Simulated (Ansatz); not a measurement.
Geometry optimisation, Ansatz, RKS B3LYP/STO-3G.

Input:

```yaml
crystal:
  periodic: [false, false, false]
  atoms:
    - { symbol: C, position_ang: [-1.4693, -0.3701, 1.2712] }
    - { symbol: B, position_ang: [-0.4774, -0.1524, 0.0796] }
    - { symbol: C, position_ang: [0.7482, -0.9733, -0.4554] }
    - { symbol: B, position_ang: [1.6294, 0.2605, -1.0926] }
    - { symbol: C, position_ang: [0.3206, 1.0684, -0.5614] }
    - { symbol: F, position_ang: [0.7004, 2.0032, 0.4215] }
    - { symbol: Cl, position_ang: [-0.5654, 1.8583, -1.8543] }
    - { symbol: H, position_ang: [-1.901, -1.3336, 1.2229] }
    - { symbol: H, position_ang: [-2.3313, 0.4323, 1.1838] }
    - { symbol: H, position_ang: [-1.0054, -0.1611, 2.2545] }
    - { symbol: H, position_ang: [1.3458, -1.4254, 0.4159] }
    - { symbol: H, position_ang: [0.5092, -1.7183, -1.1885] }
    - { symbol: H, position_ang: [2.5166, 0.4768, -1.6823] }
basis:
  gaussian: { orbitals: STO-3G }
hamiltonian:
  xc: b3lyp
relax:
  f_tol: 0.02
  max_steps: 40
scf:
  lower_state_search: "off"
```

Command:

```bash
$ ansatz run input.yaml --threads 1 --pin off --max-ram 2048MiB --backend cpu --events-out ev --progress --plain --runs-dir out
```

Where does it end, and by what steps?

The forces met the threshold. The force dipped under the threshold on the way, but the program's further checks kept it going. Limits of this set-up: minimal basis. After 18 steps the energy has fallen by 2.638 eV; Cl7 moved furthest, 0.87 Å. Joined: B4–Cl7.

| step | energy less start (eV) | largest force component (eV/Å) | accepted |
| --- | --- | --- | --- |
| 0 | 0.0000 | 6.198 | yes |
| 1 | -1.5498 | 1.855 | yes |
| 2 | -1.7729 | 1.492 | yes |
| 3 | -1.8866 | 1.077 | yes |
| 4 | -2.0726 | 0.690 | yes |
| 5 | -2.2698 | 0.699 | yes |
| 6 | -2.4468 | 0.440 | yes |
| 7 | -2.5358 | 0.557 | yes |
| 8 | -2.5875 | 0.511 | yes |
| 9 | -2.5790 | 0.878 | no |
| 10 | -2.6237 | 0.115 | yes |
| 11 | -2.6286 | 0.103 | yes |
| 12 | -2.6330 | 0.126 | yes |
| 13 | -2.6350 | 0.084 | yes |
| 14 | -2.6367 | 0.071 | yes |
| 15 | -2.6374 | 0.052 | yes |
| 16 | -2.6379 | 0.017 | yes |
| 17 | -2.6379 | 0.039 | yes |
| 18 | -2.6381 | 0.010 | yes |

```xyz
13
Properties=species:S:1:pos:R:3
C -1.537 -0.276 1.165
B -0.234 -0.071 0.311
C 0.830 -1.006 -0.441
B 1.382 0.326 -1.155
C 0.691 1.219 -0.013
F 0.803 2.466 0.452
Cl -0.579 0.994 -1.759
H -2.173 -1.077 0.762
H -2.144 0.637 1.262
H -1.243 -0.584 2.184
H 1.574 -1.401 0.273
H 0.468 -1.840 -1.057
H 2.184 0.578 -1.968
```

Whether the end is a true minimum wasn't checked by a vibrational analysis.

The run took 59 s on 1 thread of Arm Neoverse V1, with other jobs on the host, peak memory 0.14 GiB.
